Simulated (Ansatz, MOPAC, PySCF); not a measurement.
Ligands exchanged one at a time, In CH3-NH2. All species are isolated molecules in the gas phase. One relaxed conformer stands for each flexible species; it need not be the lowest. Strings in code marks are SMILES.

Quantity: redistribution energy (mixed species minus the weighted end members), in kcal/mol. Semi-empirical values (MOPAC) are differences of heats of formation.

Level 1: frozen-core MP2/def2-TZVPP // B3LYP-D3(BJ)/def2-TZVP (Ansatz, a quantum-chemistry and plane-wave program)
Level 2: SVWN5/6-31G* (LANL2DZ on In) // B3LYP-D3(BJ)/def2-TZVP (PySCF)
Level 3: AM1 // B3LYP-D3(BJ)/def2-TZVP (MOPAC)
Level 4: PM6 // B3LYP-D3(BJ)/def2-TZVP (MOPAC)

| species | level 1 | level 2 | level 3 | level 4 |
|---|---|---|---|---|
| 2 of 3 CH3 replaced by NH2: `[CH3][In]([NH2])[NH2]` | -2.90 | -3.98 | -6.13 | -1.81 |
| 1 of 3 CH3 replaced by NH2: `[CH3][In]([CH3])[NH2]` | -3.41 | -4.93 | -7.67 | 0.53 |
